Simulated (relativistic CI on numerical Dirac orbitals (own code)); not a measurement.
Sensitivity of the levels of Pm IV to α and to the nuclear radius

These numbers are calculated, not measured: Dirac-Coulomb-Breit CI, orbitals from a KLI potential per configuration, valence Slater integrals scaled by 0.85, P86 correlation energy added to each configuration, derivatives by finite differences, QED left out (own radial code, finite nucleus).

Configuration list (outside the closed core [Xe]): 4f4, 4f3 5d, 4f3 6s, 4f3 6p, 4f2 6s2. Levels of other configurations are missing.

With x = (α/α₀)² − 1 an excitation energy changes as ω = ω₀ + qx; K = 2q/ω₀ is the relative enhancement. Terms are leading LS components, so labels can repeat. The field-shift factor is F = δν/δ⟨r²⟩ for the transition from the lowest level.

Lowest level 4f4 5I_4.

| Level | ω₀ (cm⁻¹) | q (cm⁻¹) | F (GHz/fm²) |
| --- | --- | --- | --- |
| 4f4 5I_5 | 1447.9 | 1455 | 0.0664 |
| 4f4 5I_6 | 3029.7 | 2898 | 0.135 |
| 4f4 5I_7 | 4697.1 | 4259 | 0.203 |
| 4f4 5I_8 | 6415.1 | 5508 | 0.269 |
| 4f4 5F_1 | 13665.2 | 502.8 | 0.33 |
| 4f4 5F_2 | 14111.4 | 673.4 | 0.343 |
| 4f4 5F_3 | 14955.6 | 1564 | 0.382 |
| 4f4 5S_2 | 15684.5 | 2140 | 0.41 |
| 4f4 5F_4 | 15858.8 | 1899 | 0.411 |
| 4f4 3K_6 | 16267.7 | 972.7 | 0.42 |
| 4f4 5F_5 | 17174.5 | 3355 | 0.473 |
| 4f4 3K_7 | 17563.0 | 1591 | 0.462 |
| 4f4 3H_4 | 18625.8 | -705.1 | 0.434 |
| 4f4 3K_8 | 19087.4 | 2404 | 0.515 |
| 4f4 5G_2 | 19950.4 | -709 | 0.446 |
| 4f4 5G_3 | 19977.0 | -560.7 | 0.459 |
| 4f4 3H_5 | 20989.2 | 1535 | 0.538 |
| 4f4 5G_4 | 21971.5 | 1719 | 0.555 |
| 4f4 3G_3 | 22591.5 | 1606 | 0.574 |
| 4f4 3L_7 | 22966.1 | 2120 | 0.601 |
| 4f4 3D_2 | 23499.6 | 229.1 | 0.571 |
| 4f4 5G_5 | 23730.7 | 3276 | 0.629 |
| 4f4 3H_6 | 23910.6 | 3687 | 0.65 |

For a near-neutral ion this model can misplace configurations by up to about 10,000 cm⁻¹ (more where the count of f electrons changes) and terms by 10 to 25 % of their spread. Rates follow the energies as ν³ (E1, M1) or ν⁵ (E2), so they and the lifetimes can be off by large factors. The fine structure of a lone outer electron comes out too small, for d and f at times inverted, and misplaced configurations move strength between like terms.

(1) Which transition from the lowest level has the largest |K|?

Results:

(1) 4f4 5I_5 at 1447.9 cm⁻¹, K = 2.01.
